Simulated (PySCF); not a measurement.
**Vertical excitation energies**

Species: alpha-tetralone, C10H10O.
Geometry (PBE0-D3(BJ)/def2-SVP, Å), atoms numbered from 1 in this order:
```
atom  x, y, z in Å
O1    -0.9903   -2.6888    0.4889
C2    -0.9694   -1.4900    0.3139
C3    -2.2408   -0.6741    0.2414
C4    -2.1005    0.5510   -0.6490
C5    -0.9504    1.4258   -0.1723
C6     0.3331    0.6507   -0.0371
C7     1.5728    1.2927   -0.1287
C8     2.7602    0.5794    0.0032
C9     2.7339   -0.8001    0.2257
C10    1.5131   -1.4526    0.3157
C11    0.3142   -0.7385    0.1896
H12   -3.0544   -1.3452   -0.0688
H13   -2.4699   -0.3592    1.2774
H14   -1.9077    0.2299   -1.6874
H15   -3.0403    1.1237   -0.6658
H16   -1.2070    1.8636    0.8110
H17   -0.7955    2.2786   -0.8515
H18    1.6034    2.3703   -0.3124
H19    3.7168    1.1022   -0.0743
H20    3.6672   -1.3588    0.3258
H21    1.4441   -2.5289    0.4886
```

The calculation used PySCF 2.14.0, density-fitted response routines, TDDFT CAM-B3LYP/def2-SVPD, vertical, gas phase, core orbitals frozen in the response.

| state | E (eV) | ν̃ (cm⁻¹) | f | \|μ\| (D) | main configurations (H = HOMO, L = LUMO) |
| --- | --- | --- | --- | --- | --- |
| S1 | 3.93 | 31730 | 0.0001 | 0.08 | H-1→L (75%), H→L (11%) |
| S2 | 4.89 | 39450 | 0.031 | 1.29 | H→L (66%), H-2→L+1 (15%), H-1→L (11%) |
| S3 | 5.37 | 43350 | 0.186 | 3.02 | H-2→L (83%), H→L+1 (8%) |
| S4 | 6.40 | 51660 | 0.207 | 2.92 | H→L+1 (54%), H-1→L+1 (22%), H-2→L+1 (9%) |
| S5 | 6.48 | 52240 | 0.119 | 2.20 | H-1→L+1 (60%), H-2→L+1 (25%) |
| S6 | 6.54 | 52740 | 0.417 | 4.10 | H-2→L+1 (40%), H→L+1 (28%), H-1→L+1 (14%) |
| S7 | 6.90 | 55630 | 0.0030 | 0.34 | H-4→L (50%) |
| S8 | 6.98 | 56280 | 0.0022 | 0.29 | H-3→L (42%), H-4→L (27%), H-5→L (9%) |
| S9 | 7.12 | 57430 | 0.0058 | 0.46 | H→L+2 (71%), H→L+3 (12%) |
| S10 | 7.23 | 58340 | 0.0062 | 0.48 | H-1→L+2 (39%), H-3→L (24%), H-1→L+4 (12%) |

Triplets (Tamm–Dancoff): T1 3.46 eV, H-1→L (72%), H→L (13%); T2 3.67 eV, H-2→L (68%), H→L+1 (12%), H→L (10%); T3 4.14 eV, H→L (69%), H-1→L (13%), H-2→L (9%); T4 4.53 eV, H→L+1 (65%), H-2→L (16%), H-1→L+1 (8%).

The lowest singlet lies at 3.93 eV (315 nm, ultraviolet) and is dark (f under 0.0005); its leading configuration is HOMO-1→LUMO (75%). The strongest level in the table is S6 at 6.54 eV (190 nm, f = 0.417). Löwdin shares by element: HOMO carbon 60% or more (atoms not listed hold the other 40%); LUMO carbon 44% or more, oxygen 16% (atoms not listed hold the other 40%). The listed states span 3.30 eV, and the widest gap between neighbours is 1.03 eV (S3 to S4). Of the 10 states listed, 5 reach f = 0.01 and 1 stays under 0.0005. Weighted by f, the mean energy of these states is 6.24 eV. Singlets were solved by full linear response, triplets in the Tamm–Dancoff approximation.

One conformer stands for the species.
